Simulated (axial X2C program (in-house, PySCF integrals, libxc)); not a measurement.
Outer orbitals of GeH⁻ at 1.627 Å, M06

All values were computed with an in-house all-electron X2C program for linear molecules (integrals from PySCF). Spin-free means the one-electron spin-free X2C Hamiltonian; two-component (2c) means X2C with spin–orbit coupling and atomic mean-field two-electron Coulomb and Gaunt terms, so the difference of the two also holds small scalar two-electron terms. Basis: Ge dyall-acv3z [10s10p8d5f1g], H dyall-av3z [7s3p2d] (cores contracted in-house); Gaussian nuclei, density fitting, unrestricted open shells. Masses: Ge 73.921 u, H 1.008 u.

The distance is close to the 2c PBE0 minimum; the highest filled and lowest empty levels are listed.

Spin-free orbitals, state M_S = 1, Λ = 0 (beyond evenly filled blocks: π+α, π-α) (Löwdin shares):

| symmetry | occupied | ε (eV) | atomic character |
| --- | --- | --- | --- |
| δ-α | yes | -26.50 | 100% Ge d |
| δ+α | yes | -26.50 | 100% Ge d |
| σα | yes | -26.46 | 100% Ge d |
| π+α | yes | -26.46 | 100% Ge d |
| π-α | yes | -26.46 | 100% Ge d |
| σβ | yes | -26.41 | 100% Ge d |
| δ-β | yes | -26.41 | 100% Ge d |
| δ+β | yes | -26.41 | 100% Ge d |
| π+β | yes | -26.40 | 100% Ge d |
| π-β | yes | -26.40 | 100% Ge d |
| σα | yes | -7.90 | 60% Ge s, 27% H s, 10% H p |
| σβ | yes | -7.17 | 56% Ge s, 31% H s, 9% H p |
| σα | yes | -1.94 | 49% Ge p, 30% H s, 12% Ge s |
| σβ | yes | -1.50 | 48% Ge p, 28% H s, 15% Ge s |
| π+α | yes | 0.80 | 85% Ge p, 11% H p, 4% H d |
| π-α | yes | 0.80 | 85% Ge p, 11% H p, 4% H d |
| σα | no | 1.97 | 67% H s, 27% Ge p, 3% Ge d |
| σα | no | 2.37 | 71% Ge p, 26% H s, 2% Ge s |
| σβ | no | 2.59 | 88% H s, 6% Ge p, 3% Ge d |
| π-β | no | 2.91 | 88% Ge p, 9% H p |
| π+β | no | 2.91 | 88% Ge p, 9% H p |

The highest filled level is positive, so this functional does not bind it, and the empty levels of an anion are set by the basis.

Spinors with spin–orbit coupling (state Ω = 1):

```csv
ω,occupied,ε (eV),atomic character,λ mixture
-3/2,yes,-26.83,100% Ge d,"85% δ, 15% π"
-1/2,yes,-26.78,100% Ge d,"64% π, 36% σ"
1/2,yes,-26.77,100% Ge d,"55% π, 45% σ"
3/2,yes,-26.76,100% Ge d,"77% δ, 23% π"
5/2,yes,-26.30,100% Ge d,100% δ
3/2,yes,-26.25,100% Ge d,"77% π, 23% δ"
1/2,yes,-26.24,100% Ge d,"55% σ, 45% π"
-1/2,yes,-26.23,100% Ge d,"64% σ, 36% π"
-3/2,yes,-26.22,100% Ge d,"85% π, 15% δ"
-5/2,yes,-26.21,100% Ge d,100% δ
1/2,yes,-7.90,"60% Ge s, 27% H s, 10% H p",100% σ
-1/2,yes,-7.17,"56% Ge s, 31% H s, 9% H p",100% σ
1/2,yes,-1.94,"49% Ge p, 30% H s, 12% Ge s",100% σ
-1/2,yes,-1.50,"48% Ge p, 28% H s, 15% Ge s",100% σ
-1/2,yes,0.74,"85% Ge p, 11% H p, 4% H d",100% π
3/2,yes,0.85,"85% Ge p, 11% H p, 4% H d",100% π
1/2,no,1.98,"63% H s, 31% Ge p, 4% Ge d",100% σ
1/2,no,2.41,"67% Ge p, 31% H s",100% σ
-1/2,no,2.61,"86% H s, 8% Ge p, 3% Ge d",100% σ
1/2,no,2.88,"88% Ge p, 10% H p, 2% H d",100% π
```

The highest filled level is positive, so this functional does not bind it, and the empty levels of an anion are set by the basis.

(1) How does the gap between the highest filled and lowest empty level change from the spin-free to the 2c table?

Mulliken charges and populations of the two-component result (they depend on the basis, above all on diffuse functions):

Ge -0.68 e (s 7.97 p 14.70 d 10.01), H -0.32 e (s 1.40 p -0.07 d -0.01). ⟨Lz⟩ = 0.00 ħ and ⟨Sz⟩ = 1.00 ħ (0.92 and 0.08 on the two atoms), which add up to Ω.

Occupations by symmetry block were frozen at the best pattern of an incomplete PBE0 search. Density functionals use the spin component along the axis (collinear). Other states lie close and PBE0, whose exact exchange favours high spin, may order them wrongly; the determinant shown need not be the ground state. The nearest other spin-free determinant of the search, M_S = 0, Λ = 2, lies 0.68 eV up at the distance of the search. With several unpaired electrons one determinant need not be a pure state. Open-shell Ω = 0 determinants with evenly filled partner blocks cannot be reached by this program, so the Ω shown need not be the lowest component. This is the Ω = 1 component of a π² triplet; the 0⁺ component is not one determinant and can lie lowest. The highest occupied level of some functionals is positive through self-interaction error; at Hartree–Fock it is bound.

Results:

(1) From 1.17 to 1.13 eV at M06, a change of -0.04 eV.
